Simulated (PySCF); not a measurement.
# BaSr: energy against distance

Set-up: basis Ba x2c-TZVPall, Sr x2c-TZVPall; spin-free X2C with a Gaussian nucleus; PySCF 2.14. Energies in eV from Ba + Sr in their ground configurations at the same level. State: ¹Σ⁺ (singlet), closed shell.

All columns are PBE0. A positive dipole means Ba(−)Sr(+).

| R (Å) | E (eV) | μ (D) | Mulliken charge on Ba (basis-dependent) | HOMO (eV) | LUMO (eV) | Mayer bond order | ⟨S²⟩ |
| --- | --- | --- | --- | --- | --- | --- | --- |
| 4.162 | -0.078 | 0.24 | -0.09 | -3.22 | -1.70 | 0.80 | 0.00 |
| 4.356 | -0.152 | 0.15 | -0.07 | -3.26 | -1.61 | 0.74 | 0.00 |
| 4.550 | -0.188 | 0.07 | -0.04 | -3.31 | -1.54 | 0.67 | 0.00 |
| 4.695 | -0.199 | 0.03 | -0.02 | -3.34 | -1.49 | 0.61 | 0.00 |
| 4.840 | -0.200 | -0.01 | -0.01 | -3.37 | -1.49 | 0.56 | 0.00 |
| 4.985 | -0.194 | -0.04 | 0.01 | -3.41 | -1.48 | 0.51 | 0.00 |
| 5.179 | -0.179 | -0.08 | 0.02 | -3.45 | -1.47 | 0.44 | 0.00 |
| 5.421 | -0.155 | -0.10 | 0.03 | -3.49 | -1.46 | 0.36 | 0.00 |
| 5.711 | -0.125 | -0.12 | 0.03 | -3.55 | -1.44 | 0.28 | 0.00 |
| 6.098 | -0.088 | -0.12 | 0.02 | -3.60 | -1.41 | 0.20 | 0.00 |

A fit through these points gives, at Re = 4.781 Å, μ = 0.00 D and dμ/dR = -0.262 D/Å; the reduced mass is 53.68 u.

Q: How strong is the fundamental in the double-harmonic approximation, I = 42.26·(dμ/dR)²/μred km/mol?

A: I = 42.26·(-0.262)²/53.68 = 0.0540 km/mol at PBE0.

Closed-shell solutions of metal pairs were not tested for spin polarisation, which can lower them a little. The bond is weak. Basis-set superposition, not corrected here, can be much of De in a small basis, most of all at correlated wavefunction levels. Functionals without a dispersion term scatter widely for such bonds, and LDA overbinds them. Spin–orbit coupling is left out.
